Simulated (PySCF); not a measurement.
## MgSe at PBE

Level: PBE. Mg pcseg-1, Se pcseg-1; no relativity (PySCF 2.14).

For MgSe, the state is ¹Σ⁺ (singlet), closed shell, the bond length is 2.293 Å and the harmonic wavenumber is 406 cm⁻¹. The force constant is 1.79 mdyn/Å, the rotational constant Be is 0.1738 cm⁻¹ and the anharmonicity ωexe is 1.63 cm⁻¹. The vibration–rotation constant αe is 0.000939 cm⁻¹, the well depth De to Mg + Se is 1.76 eV and the dissociation energy D0 is 1.73 eV. The HOMO–LUMO gap is 0.26 eV. The bond order (Mayer) is 1.70. The dipole moment (positive dipole means Mg(−)Se(+)) is -7.04 D.
